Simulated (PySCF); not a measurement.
Gas-phase reaction: SnH4 + 4 Cl = SnHCl + 3 HCl

Energies from PySCF (xtb for GFN2), thermal terms from the rigid-rotor harmonic-oscillator model, ideal gas at 1 bar. † marks an energy on the PBE0/def2-TZVP geometry and frequencies; other levels use their own. MP2 and CCSD(T) freeze the core. Open shells (unrestricted): Cl (multiplicity 2); the rest are closed-shell singlets. GFN2 has no spin-polarisation term. Spin-orbit splitting is ignored; it lowers the true energy and changes the entropy of Cl. Sn: scalar-relativistic def2 core potential, no spin-orbit coupling. SnHCl: computed as isolated molecules; such fragments, hydroxides, amides, oligomers or adducts are transient or little studied in the gas. MP2 isn't extrapolated to the basis-set limit. CCSD(T) isn't extrapolated to the basis-set limit.

M06-2X/def2-TZVP† gives ΔH°(298 K) = -906 kJ.

What do GFN2-xTB, MP2/def2-TZVPP†, CCSD(T)/def2-SVP† give?

GFN2-xTB: -949 kJ; MP2/def2-TZVPP†: -919 kJ; CCSD(T)/def2-SVP†: -783 kJ. For scale, ΔH°(298 K) is -906 kJ at this level, -898 kJ at ωB97M-V/def2-TZVP†, and runs from -1043 to -595 kJ over the 18 levels computed.
